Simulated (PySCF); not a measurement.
What settings do to a single point of Eu(NO2)3

The sound run of Eu(NO2)3 (singlet in the valence; each metal's 4f electrons, 6 of them, lie in its core potential, out of spins and levels) uses PySCF 2.14.0, RKS B3LYP, Eu lcecp-1-SVP with ECP52, O def2-SVP, N def2-SVP; non-relativistic Hamiltonian with scalar-relativistic core potentials where named; density fitting; no spin-orbit coupling, grid (50, 194), threshold 1e-8 Eh and 55 cycles, at the relaxed geometry:

```xyz
10

Eu    0.0000    0.0000    0.0000
O     2.1494    0.0000    1.0500
O     2.1494    0.0000   -1.0500
N     2.8524    0.0000    0.0000
O    -1.0747    1.8614    1.0500
O    -1.0747    1.8614   -1.0500
N    -1.4262    2.4702    0.0000
O    -1.0747   -1.8614    1.0500
O    -1.0747   -1.8614   -1.0500
N    -1.4262   -2.4702    0.0000
```

There Eu1 has a Mulliken charge of 1.23 e and the dipole about the centre of mass is 0.00 D. Each run below changes one thing and starts from free metal ions and neutral atoms unless it says otherwise; with 55 cycles, smearing, a level shift and second-order steps follow where DIIS fails, and their cycles count. Energy shifts count from the sound run. On f atoms grids over 110 angular points are at least (60, 302).

| change | outcome | cycles | energy shift (eV) | largest force component (eV/Å) | charge on Eu1 (e) | dipole about the centre of mass (D) |
| --- | --- | --- | --- | --- | --- | --- |
| grid (15, 26) | converged | 10 | 4.16 | 4.46 | 1.22 | 0.11 |
| all coordinates × 0.94 | converged | 9 | 1.98 | 6.67 | 1.09 | 0.00 |
| N4 put 0.5 Å from Eu1, limit 69 cycles | converged | 39 | 705.98 | 3631.54 | 1.43 | 0.13 |

Problem. How does the run with this change end: threshold 1e-05?

Solution. outcome converged, cycles 7, energy shift (eV) 0.0000, largest force component (eV/Å) 0.01, charge on Eu1 (e) 1.23, dipole about the centre of mass (D) 0.00.

Unsound on purpose, so not properties of the compound: grid (15, 26); N4 put 0.5 Å from Eu1, limit 69 cycles.

Forces carry noise of the integration grid, about 0.01 to 0.03 eV/Å.

A frequency check found unstable modes (3, the lowest at -40 cm⁻¹), so the relaxed geometry is a saddle point, or these are noise. An lcecp potential fixes the number of 4f electrons, so in runs with it no electron can move into or out of that shell.
